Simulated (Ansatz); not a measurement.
Relaxation of GeH₅S (7 atoms, charge 0, multiplicity 2), to a largest force component of 0.03 eV/Å in at most 50 steps.

Theory: Ansatz, UKS BHLYP/def2-mTZVP.

```xyz
7
Properties=species:S:1:pos:R:3
H -0.413 -0.236 -0.067
S -1.325 -1.943 -1.893
Ge 0.280 0.750 0.857
H -0.079 -1.801 -2.381
H -0.087 2.174 0.442
H -0.167 0.497 2.295
H 1.793 0.559 0.747
```

Where does it end, and by what steps?

It converged. The force dipped under the threshold on the way, but the program's further checks kept it going. After 4 steps the energy has fallen by 0.006 eV; H4 moved furthest, 0.22 Å.

| step | energy less start (eV) | largest force component (eV/Å) | accepted |
| --- | --- | --- | --- |
| 0 | 0.0000 | 0.169 | yes |
| 1 | -0.0057 | 0.048 | yes |
| 2 | -0.0060 | 0.021 | yes |
| 3 | -0.0061 | 0.005 | yes |
| 4 | -0.0062 | 0.011 | yes |

```xyz
7
Properties=species:S:1:pos:R:3
H -0.394 -0.183 -0.016
S -1.378 -2.077 -2.045
Ge 0.302 0.807 0.920
H -0.133 -1.948 -2.542
H -0.066 2.233 0.512
H -0.147 0.549 2.357
H 1.815 0.619 0.814
```

The run took 7 s on 2 threads of AMD EPYC 9R45 96-Core Processor (Zen 5) (shared host), peak memory 0.23 GiB.
